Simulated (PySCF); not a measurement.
# Telling isomers of C₇H₅N₃ apart by NMR

Calculated, not measured (PySCF): geometry: GFN2-xTB, PBE0/pcSseg-1 with gauge-including orbitals. Fast rotation and ring inversion assumed for equivalent nuclei, single conformer, isolated molecule, relativity neglected.

Referencing at the same level of theory: $^{1}$H (σref 31.72), $^{13}$C (σref 186.93) vs TMS. Where no couplings were computed, multiplicities follow the n + 1 count of equivalent neighbours, and m marks all less simple cases (inequivalent or close neighbours, rings, F or P nearby). Shifts are as computed. Against solution values, carbons near 30 ppm lie about +3 ppm off and those near 130 ppm about +5 ppm. Of 1211 compounds with measured shifts, 218 miss one by over three times the rms of a fit or turn the order of signals round; such compounds aren't used in these exercises.

(1) Tabulate the signals of `C#Cc1ncc(C=C)nn1`, `C#Cc1nnncc1C=C` and their relative energies.

(2) What is the quickest way to tell C#Cc1ncc(C=C)nn1 from C#Cc1nnncc1C=C?

Answers

(1) 
```json
{"SMILES": "C#Cc1ncc(C=C)nn1", "carbon types": "3×C 3×CH 1×CH2", "δC": "157.8, 156.5, 151.4, 136.5, 134.3, 91.0, 86.5", "δH": "8.33 (s, 1H), 8.09 (m, 1H), 6.90 (m, 1H), 6.26 (m, 1H), 3.06 (s, 1H)", "E rel. (kcal/mol)": "0.0"}
{"SMILES": "C#Cc1nnncc1C=C", "carbon types": "3×C 3×CH 1×CH2", "δC": "145.3, 144.9, 138.3, 132.4, 131.6, 101.2, 83.0", "δH": "9.37 (s, 1H), 7.50 (m, 1H), 6.77 (m, 1H), 6.22 (m, 1H), 3.56 (s, 1H)", "E rel. (kcal/mol)": "17.3"}
```

Energies are electronic energies at PBE0/pcSseg-1 on these geometries, without zero-point or thermal terms, each for the one conformer computed, which needn't be the lowest.

(2) Both give the same number of carbon signals, with the same numbers of each carbon type, so the positions decide. The first has a substituted aromatic carbon next to a ring nitrogen (C) at 157.8 ppm, the second a substituted aromatic carbon (C) at 132.4 ppm. Their most deshielded carbons lie at 157.8 and 145.3 ppm. In the proton spectra the most deshielded non-exchanging signals are 8.33 (s, 1H) and 9.37 (s, 1H).
